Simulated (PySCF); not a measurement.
**AlI: frontier orbitals**

r²SCAN at R = 2.558 Å; basis Al def2-TZVPP, I def2-TZVPP with ECP28; scalar-relativistic core potentials; PySCF 2.14. State: ¹Σ⁺ (singlet), closed shell. Only the outer orbitals are listed, counted within each symmetry, core potentials removing the inner ones.

```csv
orbital,occ.,ε (eV),on Al (%),main shells (%)
7σ,2,-17.65,5,95 I s
8σ,2,-9.44,49,"48 I p, 46 Al s"
4π,2,-6.97,7,92 I p
4π,2,-6.97,7,92 I p
9σ,2,-6.04,68,"47 Al s, 32 I p, 20 Al p"
5π,0,-2.52,92,92 Al p
5π,0,-2.52,92,92 Al p
10σ,0,-0.28,87,"75 Al p, 11 I p, 8 Al d"
```

Problem. Which are the highest filled and the lowest empty level, where do they sit, and how wide is the gap?

Solution. Highest filled 9σ at -6.04 eV (in %: 47 Al s, 32 I p, 20 Al p); lowest empty 5π at -2.52 eV (in %: 92 Al p); the gap at r²SCAN is 3.52 eV.

```json
{
  "bond order (Mayer)": "1.20",
  "⟨S²⟩": "0.000",
  "charge on Al (Mulliken, basis-dependent)": "0.27",
  "charge on Al (Löwdin, basis-dependent)": "-0.11",
  "dipole moment (positive dipole means Al(−)I(+))": "-1.61 D"
}
```

Spin–orbit coupling is left out.
